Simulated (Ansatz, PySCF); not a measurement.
Process, species as SMILES: [NH]B(F)F → [NH-]B(F)F (an electron is taken up)
Structures are relaxed separately at B3LYP-D3(BJ)/def2-TZVP in Ansatz (a program for electronic structure), one conformer each, not searched for the lowest. Frequencies are from Ansatz.

Quantity: adiabatic electron affinity (0 K, with B3LYP-D3(BJ) harmonic zero-point energies), positive where the reaction releases energy, in eV. Correlated levels leave the core frozen unless marked. UHF or UKS for open shells. No spin-orbit coupling. No relativistic terms. Anions need diffuse functions: aug- sets have them; def2-D sets add few; the other sets have none. Basis-set limits of correlation are two-point, X^-3; Hartree-Fock from the larger set. The bracket is a focal-point correction in the basis named.

```
level                                                                 program  adiabatic electron affinity (eV)  minus last row
-------------------------------------------------------------  --------------  --------------------------------  --------------
revPBE-D4/def2-TZVPD                                           Ansatz + dftd4                              2.62           -0.12
PBE0-D4/def2-TZVP                                              Ansatz + dftd4                              2.40           -0.34
PBE0-D4/def2-TZVPD                                             Ansatz + dftd4                              2.51           -0.23
TPSSh/def2-TZVPD                                                        PySCF                              2.45           -0.29
MP2/6-31G                                                              Ansatz                              2.05           -0.69
CCSD/aug-cc-pVDZ                                                       Ansatz                              2.55           -0.19
RI-MP2/CBS(aug-cc-pVTZ,aug-cc-pVQZ)+[CCSD(T)-MP2]/aug-cc-pVTZ          Ansatz                              2.74            0.00
```
